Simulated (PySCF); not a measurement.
Sn(H)(OH)2(NH2) (H5NO2Sn), SMILES [SnH]([OH])([NH2])[OH].

The structure is a stationary point at B3LYP-D3(BJ)/def2-SVP. The structure was generated by enumeration; whether it is a known compound was not checked. The def2 effective core potentials stand for the cores of Sn; spin–orbit coupling is left out. Other conformers were not sampled.

Two levels are set side by side: TDDFT-PBE/def2-SVPD (PySCF) and TDDFT-ωB97X/def2-SVPD (PySCF). Vertical, same geometry. The lowest singlet is HOMO→LUMO 95 % with PBE and HOMO→LUMO 69 %, HOMO→LUMO+1 17 % with the other functional; states are paired by order. Differences are taken from unrounded values.

```csv
quantity,TDDFT-ωB97X,TDDFT-PBE,TDDFT-PBE minus TDDFT-ωB97X
lowest singlet excitation (eV),6.30,4.83,-1.47
lowest triplet excitation (TDA) (eV),5.65,4.40,-1.25
```

A lower first singlet is the usual sign of a functional without exact exchange. Differences between two approximate levels are no errors against the true value.

Rough cost on one machine, each run with all the roots and properties that it gave: TDDFT-ωB97X against TDDFT-PBE about 7 times.
